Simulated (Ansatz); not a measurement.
GeHO (SMILES [OH+]=[Ge]), charge 1, multiplicity 1, relaxed at each level with Ansatz (a quantum-chemistry and plane-wave program); harmonic frequencies from differences of analytic forces, average atomic masses, frozen cores.

| level | O1–Ge2 (Å) | O1–H3 (Å) | Ge2–O1–H3 (°) | dipole (D) |
|---|---|---|---|---|
| HF/def2-TZVPP | 1.6455 | 0.9443 | 180.0 | - |
| PBE/def2-TZVPP | 1.6856 | 0.9744 | 180.0 | - |
| r2SCAN/def2-TZVPP | 1.6653 | 0.9658 | 180.0 | - |
| B3LYP/def2-TZVPP | 1.6752 | 0.9661 | 180.0 | - |
| PBE0/def2-TZVPP | 1.6645 | 0.9632 | 180.0 | - |
| wB97X-V/def2-TZVPP | 1.6636 | 0.9637 | 180.0 | - |
| MP2/cc-pVTZ | 1.6700 | 0.9661 | 180.0 | - |
| CCSD(T)/cc-pVDZ | 1.6900 | 0.9706 | 180.0 | - |
| CCSD(T)/cc-pVTZ | 1.6694 | 0.9638 | 180.0 | - |
